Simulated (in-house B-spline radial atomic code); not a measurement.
# Binding energies in Nd⁴⁸⁺

NIST's tabulated ground configuration is [Ne] 3s2; each binding energy is the energy of the ion with one electron taken from that subshell, relaxed, less that of the parent. Method: Dirac-Hartree-Fock, average of configuration, Fermi nucleus of rms radius 4.9123 fm. Calculated with a B-spline radial code for spherical atoms. Energies include first-order Breit, QED and recoil terms.

```
subshell  X-ray name  binding energy (eV)  -ε (eV)  relaxation (eV)
      1s           K              47042.5  47239.0             24.0
      2s          L1              10381.5  10405.0              3.4
   2p1/2          L2              10013.2  10037.6              5.1
   2p3/2          L3               9479.9   9497.2              4.3
      3s          M1               4198.6   4204.0              0.2
```

Relaxation = -ε minus the binding energy without Breit, QED and recoil terms.

Emission lines follow as differences of binding energies, with λ = 12398.42 eV·Å / E:

```json
{"line": "K-L3", "holes": "1s → 2p3/2", "energy (eV)": "37562.6", "wavelength (Å)": "0.33007"}
{"line": "K-L2", "holes": "1s → 2p1/2", "energy (eV)": "37029.3", "wavelength (Å)": "0.33483"}
{"line": "L3-M1", "holes": "2p3/2 → 3s", "energy (eV)": "5281.3", "wavelength (Å)": "2.3476"}
```

Q: What screening constant σ does Moseley's law, E = (3/4)·13.6057 eV·(Z - σ)², need for K-L3?

A: σ = -0.67.

Moseley's non-relativistic formula needs a falling, then negative, screening constant for heavy elements, because relativity binds the 1s electron more strongly than the formula allows.

Q: What does it cost to remove both a 2p1/2 and a 3s electron?

A: 14344 eV, which is 132 eV more than the two single binding energies together.

Q: What does it cost to remove both a 2p3/2 and a 3s electron?

A: 13809 eV, which is 130.6 eV more than the two single binding energies together.

Q: What does it cost to remove two 1s electrons?

A: 95210 eV, which is 1125 eV more than the two single binding energies together.
